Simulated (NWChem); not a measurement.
# CHOS cation; SMILES O=C=[SH+]

```xyz
4

O      0.0121    -1.7197     0.0000
C     -0.0028    -0.5995     0.0000
S      0.0778     1.0422     0.0000
H     -1.2827     1.1144     0.0000
```
Atoms are numbered in this order, from 1.

The geometry was optimised at PBE0-D3(BJ)/def2-TZVP.

 Unshifted, non-relativistic core excitations; the lowest 4 roots alone, so stronger bands may lie above.

Task: List the first C K-edge excitations from BHandHLYP/def2-TZVP, restricted-window TDA (NWChem).

Result: 
| state | energy (eV) | dipole oscillator strength | leading excitation (squared amplitude) |
|---|---|---|---|
| S1 | 284.7 | 0.0795 | 1s of atom 2 or its equivalents → LUMO (0.88) |
| S2 | 285.7 | 0.0846 | 1s of atom 2 or its equivalents → LUMO+1 (0.95) |
| S3 | 289.7 | 0.0133 | 1s of atom 2 or its equivalents → LUMO+2 (0.65) |
| S4 | 291.4 | 0.0033 | 1s of atom 2 or its equivalents → LUMO+3 (0.66) |
